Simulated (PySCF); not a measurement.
# How methods differ on the excitation energy of S⁺

S⁺ [Ne] 3s2 3p3 (4S) → S⁺ [Ne] 3s1 3p4 (4P), as a difference of total energies. All numbers are calculated (PySCF 2.14, scalar relativity by spin-free X2C-1e, in x2c-QZVPPall (9s6p4d2f1g, 70 functions)). Correlated levels: valence: [Ne] frozen. The calculations carry no spin-orbit coupling.

```tsv
method	excitation energy (eV)
UHF	10.517
MP2 (valence)	10.519
SCS-MP2 (valence)	10.523
CCSD (valence)	10.020
CCSD(T) (valence)	9.886
```

Task: How much does correlation contribute at CCSD(T) (valence)?

Result: 9.886 − (10.517) = -0.631 eV, measured against UHF.

Errors of the correlated levels include the incompleteness of this basis and the frozen core.

The coupled-cluster amplitudes are large for the upper state (T1 above 0.03 or a double amplitude above 0.15), so a single reference is strained.

For comparison: 9.870 eV (measured; NIST levels, between the centres of gravity of the two terms).
